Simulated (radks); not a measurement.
Task: Calculated with a radial shooting solver on a logarithmic mesh with Libxc functionals: Dirac Kohn-Sham, PBEsol, spin-unpolarised, spherical densities, finite nucleus; open shells fill j = l - 1/2 first; Fermi nuclear charge, rms radius of each element as measured or else 0.836 A^(1/3) + 0.57 fm. Each species is in its NIST ground configuration. Rank Kr3+, K3+, Br3+, Ca3+, Sc3+, Zn3+, Ni3+, As3+, Cr3+, Ga3+, Mn3+, Co3+, Fe3+, Se3+, V3+, Cu3+, Ti3+, Ge3+ by Delta-SCF ionisation energy (eV), largest first.

Result: Sc3+ 73.604, Ca3+ 68.187, Ga3+ 63.641, K3+ 62.809, Zn3+ 61.595, Cu3+ 59.505, Ni3+ 57.367, Co3+ 55.176, Fe3+ 52.926, Mn3+ 50.771, As3+ 50.629, Kr3+ 49.428, Cr3+ 48.364, Br3+ 46.506, Ge3+ 46.135, V3+ 45.872, Ti3+ 43.281, Se3+ 42.617.
